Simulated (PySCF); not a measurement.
A PySCF script (with the pyscf-properties extension) for the NMR shieldings of `InChI=1S/C5H13NSi/c1-2-7-5-3-4-6-7/h6-7H,2-5H2,1H3/t7-/m1/s1`, on a GFN2-xTB geometry:

```python
import basis_set_exchange as bse
import numpy as np
from pyscf import gto, dft
from pyscf.prop import nmr

atoms = """
C     2.911488   -0.130338   -0.729240
C     1.748710   -0.827978   -0.036400
Si    0.307445    0.358346    0.307422
C    -1.297123   -0.408622    0.983262
C    -2.232997   -0.415205   -0.223457
C    -1.904951    0.808601   -1.072284
N    -0.458051    0.857722   -1.150643
H     3.741475   -0.815894   -0.894100
H     3.271348    0.700057   -0.126502
H     2.597675    0.262617   -1.692893
H     2.100767   -1.248004    0.905869
H     1.421698   -1.667880   -0.650445
H     0.766623    1.449529    1.192132
H    -1.709328    0.226649    1.765452
H    -1.195517   -1.406653    1.401080
H    -3.284259   -0.416166    0.068449
H    -2.041094   -1.307609   -0.820348
H    -2.331291    0.722598   -2.076332
H    -2.317684    1.712884   -0.602509
H    -0.100083    1.556024   -1.780638
"""
names = dict.fromkeys(["C", "Si", "N", "H"], "pcSseg-1")
basis = {el: gto.basis.parse(bse.get_basis(n, elements=[el], fmt="nwchem")) for el, n in names.items()}
mol = gto.M(atom=atoms, basis=basis, charge=0, verbose=0)
mf = dft.RKS(mol, xc="PBE0")
mf.grids.level = 2
mf.grids.alignment = dft.numint.BLKSIZE   # the property module wants whole blocks of grid points
mf.conv_tol = 1e-9
mf.kernel()

calc = nmr.RKS(mf)   # GIAO
C = mf.mo_coeff
Co = C[:, mf.mo_occ > 0]
resp = mf.gen_response(singlet=True, hermi=2)
def vind(x):   # induced exchange potential for any number of trial vectors
    d = np.einsum("pi,xij,qj->xpq", C, 2 * x.reshape(-1, C.shape[1], Co.shape[1]), Co, optimize=True)
    return np.einsum("xpq,pi,qj->xij", resp(d - d.transpose(0, 2, 1)), C, Co, optimize=True).ravel()
mo1, _ = nmr.rhf.solve_mo1(calc, with_cphf=vind)
sigma = calc.kernel(mo1)
for i, s in enumerate(sigma):   # ppm
    print("%2d %-2s %9.2f" % (i, mol.atom_pure_symbol(i), np.trace(s) / 3))
```

**Question.** Give the expected output.

**Answer.** 
```
 0 C     177.29
 1 C     174.26
 2 Si    353.13
 3 C     175.61
 4 C     158.35
 5 C     136.60
 6 N     232.74
 7 H      30.28
 8 H      30.76
 9 H      30.74
10 H      31.32
11 H      31.11
12 H      26.86
13 H      30.96
14 H      30.91
15 H      29.79
16 H      30.09
17 H      28.38
18 H      28.71
19 H      31.15
```

These numbers come from an equivalent density-fitted implementation of the same equations, which agrees with the script to about 0.01 ppm for H and up to a few tenths of a ppm for heavy atoms, so last digits may differ.

**Question.** Turn these shieldings into chemical shifts. Referencing at the same level of theory: TMS for 13C (186.93 ppm), 29Si (349.16 ppm), 1H (31.72 ppm); NH3 for 15N (267.73 ppm).

**Answer.** Averaging equivalent atoms: C 5: 50.3; C 4: 28.6; C 1: 12.7; C 3: 11.3; C 0: 9.6; Si 2: -4.0; N 6: 35.0; H 12: 4.86; H 17: 3.33; H 18: 3.00; H 15: 1.93; H 16: 1.62; H 7/8/9: 1.12; H 14: 0.81; H 13: 0.76; H 11: 0.61; H 19: 0.56; H 10: 0.40 ppm. Experimental scales use liquid or dissolved standards, which lie at an offset from isolated NH3 (liquid NH3: subtract about 20 ppm).

Size and cost of the density-fitted run: 191 basis functions, 47 s wall time on 1 thread of an Arm Neoverse N1, shared host; peak memory 0.85 GiB.
